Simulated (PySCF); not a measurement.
**Diatomics of Br with the second period**

PBE with triple-zeta basis sets in PySCF, for the lowest determinant that a PBE0 search found; no spin–orbit coupling. De refers to high-spin ground-configuration atoms. A positive dipole means M(−)Br(+).

```tsv
M	basis	state (unpaired electrons)	Re (Å)	ωe (cm⁻¹)	De (eV)	μ (D)
Li	x2c-TZVPPall	singlet (closed shell)	2.176	557	4.24	-6.84
Be	x2c-TZVPPall	doublet (σ ↑)	1.976	682	3.62	-0.59
B	def2-TZVPP	singlet (closed shell)	1.909	661	4.80	1.54
C	def2-TZVPP	doublet (π ↑)	1.832	716	4.12	1.63
F	def2-TZVPP	singlet (closed shell)	1.787	649	3.12	1.35
```

The shortest bond is that of BrF (1.787 Å), the longest that of LiBr (2.176 Å). BBr is bound most strongly (4.80 eV) and BrF least (3.12 eV).

The rows differ in basis set, which adds steps of its own.

The state changes along the series, so neighbouring rows are not always alike in their bonding.

States were picked by a PBE0 search and need not be the measured ground states.
